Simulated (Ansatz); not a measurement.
Computed with Ansatz on PBE0-D4/def2-TZVP structures; ΔE is electronic, products minus reactants. CCSD(T)/CBS is the MP2 limit (def2-TZVPP, def2-QZVPP) plus CCSD(T) − MP2 in def2-TZVPP, frozen cores. This one scheme is used for every species. DFT in def2-TZVPP. B3LYP here is the variant with VWN-RPA as its local correlation; programs differ in this. HSE06 is defined as in plane-wave codes. Elements past krypton have def2 core potentials. For I outer-core shells are correlated without core-valence functions, which leaves a few kJ/mol of doubt a bond.

Reaction (substitution at a C–C bond): `CCC(C)(C)C` + HI → `CC(C)(C)I` + `CC`

| level | ΔE (kJ/mol) | difference from CCSD(T)/CBS |
| --- | --- | --- |
| LDA (SPW92) | 2.1 | 14.5 |
| PBE-D4 | -13.0 | -0.6 |
| revPBE-D4 | -9.5 | 2.9 |
| BLYP-D4 | -17.1 | -4.7 |
| r2SCAN-D4 | -10.8 | 1.6 |
| B97M-V | -4.8 | 7.6 |
| PBE0-D4 | -7.8 | 4.6 |
| B3LYP-D4 | -12.7 | -0.3 |
| r2SCANh-D4 | -9.1 | 3.3 |
| HSE06-D4 | -8.8 | 3.6 |
| BHLYP-D4 | -9.6 | 2.8 |
| CAM-B3LYP-D4 | -2.8 | 9.6 |
| ωB97X-V | -2.6 | 9.8 |
| ωB97M-V | -3.4 | 9.0 |
| B2PLYP | -14.0 | -1.6 |
| PBE | -15.7 | -3.3 |
| revPBE | -22.1 | -9.7 |
| BLYP | -21.9 | -9.5 |
| r2SCAN | -12.5 | -0.1 |
| PBE0 | -10.1 | 2.3 |
| B3LYP | -15.4 | -3.0 |
| r2SCANh | -10.7 | 1.7 |
| r2SCAN0 | -8.2 | 4.2 |
| HSE06 | -10.7 | 1.7 |
| BHLYP | -8.2 | 4.2 |
| RPA@PBE/def2-TZVPP | -5.0 | 7.4 |
| HF/def2-SVP | -0.7 | 11.7 |
| MP2/def2-SVP | 3.6 | 16.0 |
| CCSD/def2-SVP | 9.5 | 21.9 |
| CCSD(T)/def2-SVP | 8.6 | 21.0 |
| HF/def2-TZVPP | -8.4 | 4.0 |
| MP2/def2-TZVPP | -13.4 | -1.0 |
| SCS-MP2/def2-TZVPP | -12.7 | -0.3 |
| CCSD(T)/def2-TZVPP | -5.5 | 6.9 |
| HF/def2-QZVPP | -8.6 | 3.8 |
| MP2/def2-QZVPP | -17.4 | -5.0 |
| SCS-MP2/def2-QZVPP | -16.4 | -4.0 |
| HF/CBS(def2) | -8.6 | 3.8 |
| MP2/CBS(def2) | -20.3 | -7.9 |
| CCSD/CBS(def2) | -9.9 | 2.5 |
| CCSD(T)/CBS | -12.4 | 0 |

Largest T1 diagnostic among the species: 0.009.

At CCSD(T), def2-SVP lies +21.0 kJ/mol from the extrapolated value and def2-TZVPP +6.9 kJ/mol. From BLYP to BHLYP (50 % exact exchange), in def2-TZVPP and without D4, ΔE moves by +13.7 kJ/mol. Leaving LDA and LC-ωPBE aside and taking each functional with its dispersion term where it has one, the values spread over 14.5 kJ/mol, from BLYP-D4 to ωB97X-V. LDA lies +17.8 kJ/mol from PBE without D4.
